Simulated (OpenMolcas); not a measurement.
**V3+: moving the ligands**

V3+ with 6 ligands (water) in octahedral coordination (Th) at 2 Å. Ligand basis ANO-RCC-VDZP.
```
V     0.0000    0.0000    0.0000
O     2.0000    0.0000    0.0000
H     2.5770    0.7797    0.0000
H     2.5770   -0.7797    0.0000
O     0.0000    2.0000    0.0000
H     0.0000    2.5770    0.7797
H     0.0000    2.5770   -0.7797
O    -2.0000    0.0000    0.0000
H    -2.5770    0.7797    0.0000
H    -2.5770   -0.7797    0.0000
O     0.0000   -2.0000    0.0000
H     0.0000   -2.5770    0.7797
H     0.0000   -2.5770   -0.7797
O     0.0000    0.0000    2.0000
H     0.7797    0.0000    2.5770
H    -0.7797    0.0000    2.5770
O     0.0000    0.0000   -2.0000
H     0.7797    0.0000   -2.5770
H    -0.7797    0.0000   -2.5770
```

```
Program             : OpenMolcas
Method              : CASSCF
Basis               : ANO-RCC-VTZP [6s5p3d2f1g]
Scalar Hamiltonian  : DKH2, point nucleus
Active space        : 2 electrons in 5 orbitals (3d)
State averaging     : 2S+1 = 3 even, 10 roots; 2S+1 = 1 even, 15 roots
Spin-orbit coupling : RASSI with atomic mean-field integrals over the reference wave functions
```

Runs around this geometry, states (labels of O, taken over from Oh, the nearest higher group). Energies in cm-1 above the lowest state or level, χT in cm3 K/mol; under a threefold ground state the first gap can be a small split of the lowest multiplet, not the spin-orbit step; 10Dq and B are least-squares fits to the states below 45000 cm-1, weighted by degeneracy, with a free offset, and given where the rms deviation is under 5 % of |10Dq| (or 100 cm-1) and under 700 cm-1.

```csv
R (Å),Ground state,First state of that spin,10Dq,B (rms of fit),First gap with spin-orbit (degeneracies),χT at 300 K,First state of another spin
1.89,3T1,3T2 19786,21575,975 (43),"3.3 (2, 3)",0.904,1T2 13564
2,3T1,3T2 14335,15903,994 (47),"4.9 (2, 3)",0.898,1T2 13951
2.1,3T1,3T2 10761,12178,1005 (72),"6.9 (2, 3)",0.893,1T2 14184
```

Taking |10Dq| as R^-n, n = -ln(12178 / 21575) / ln(2.1 / 1.89) = 5.4 between the shortest and longest distance. The point-charge formula for a cubic d site gives n = 5.

An orbital triplet at a regular site is open to Jahn-Teller coupling, which can distort the site and quench the lowest spin-orbit gaps and is left out. Without dynamic correlation the repulsion within the d shell is too large (B by tens of per cent), so at a given field states of lower spin stand too high. Ligand-to-metal charge-transfer states are missing. With no ligand orbital active B as a rule stays too high, so bands that hang on it stand too high and its fall with covalency is understated. With metal d orbitals alone the field can be off either way by tens of per cent. No measured value stands beside these numbers; the geometry is a model, was not optimised and need not be the one that this ion takes.
